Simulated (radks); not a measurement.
The numbers below are computed, except where a source is named.
Q: Lu+, 70 electrons, occupied as [Kr] 4d10 4f14 5s2 5p5 6s2 7s1 (not the ground configuration). Code: a radial shooting solver on a logarithmic mesh with Libxc functionals. Model: non-relativistic Kohn-Sham, exchange-only PBE, spin-polarised, spherical densities, point nucleus; open shells are filled with parallel spins first (spin-orbit coupling, left out, can overturn this in heavy ions); relativity is left out, which matters for an element this heavy. Some entries of the table are withheld. Estimate them.

orbital  occ.  eigenvalue (hartree)  <r^2> (bohr^2)
1s up       1             -2149.316       0.0006088
1s down     1             -2149.313       0.0006088
2s up       1             -350.2971        0.009570
2s down     1             -350.2957        0.009570
2p up       3             -335.1216        0.007087
2p down     3             -335.1191        0.007087
3s up       1             -79.17939         0.06052
3s down     1             -79.17839         0.06052
3p up       3             -72.22351         0.05615
3p down     3             -72.22199         0.05615
3d up       5             -59.26117         0.04396
3d down     5             -59.25946         0.04396
4s up       1             -15.78357          0.3022
4s down     1             -15.78048          0.3021
4p up       3             -12.93695          0.3157
4p down     3             -12.93346          0.3155
4d up       5              -7.78484          0.3514
4d down     5              -7.78027          0.3509
5s up       1              -2.52039           1.783
5s down     1              -2.47997           1.784
5p up       3              -1.73716           2.222
5p down     2              -1.69659           2.234
4f up       7              -1.22579             (1)
4f down     7              -1.21450             (2)
6s up       1                   (3)           11.28
6s down     1                   (4)           11.31
6p up       0              -0.33554             (5)
6p down     0              -0.32462             (6)
7s up       1              -0.17373           55.07

A: 
(1) 4f up <r^2> (bohr^2): 0.6062
(2) 4f down <r^2> (bohr^2): 0.5982
(3) 6s up eigenvalue (hartree): -0.49895
(4) 6s down eigenvalue (hartree): -0.48777
(5) 6p up <r^2> (bohr^2): 16.69
(6) 6p down <r^2> (bohr^2): 16.02
